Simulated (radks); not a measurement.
Values are calculated unless marked as measured or tabulated.
Problem. Valence configurations of W+ (all share [Xe]). Code: a radial shooting solver on a logarithmic mesh with Libxc functionals. Model: scalar-relativistic Kohn-Sham, LDA (Slater exchange, Perdew-Wang correlation), spin-polarised, spherical densities, finite nucleus; open shells are filled with parallel spins first (spin-orbit coupling, left out, can overturn this in heavy ions); Fermi nuclear charge, rms radius 5.3658 fm. Order these by energy: 4f13.5 5d4.5 6s1; 4f14 5d2 6s1 6p2; 4f14 5d3 6s1 6p1; 4f13 5d4 6s1 6p1; 4f14 5d1 6s2 6p2; 4f14 5d5; 4f14 5d3 6s2; 4f14 5d4 6s1; 4f14 5d4 6p1; 4f14 5d3.5 6s1 6p0.5.

Solution. From the lowest, in eV above it: 4f14 5d4 6s1 0.000; 4f14 5d5 0.669; 4f14 5d3 6s2 1.841; 4f14 5d3.5 6s1 6p0.5 2.896; 4f14 5d4 6p1 5.805; 4f14 5d3 6s1 6p1 6.185; 4f14 5d2 6s1 6p2 14.044; 4f13.5 5d4.5 6s1 14.683; 4f14 5d1 6s2 6p2 18.580; 4f13 5d4 6s1 6p1 38.686. NIST lists [Xe] 4f14 5d4 6s1 as the ground configuration; this level of theory agrees among the configurations tried. The energies are those of spherical high-spin densities, not of single terms.
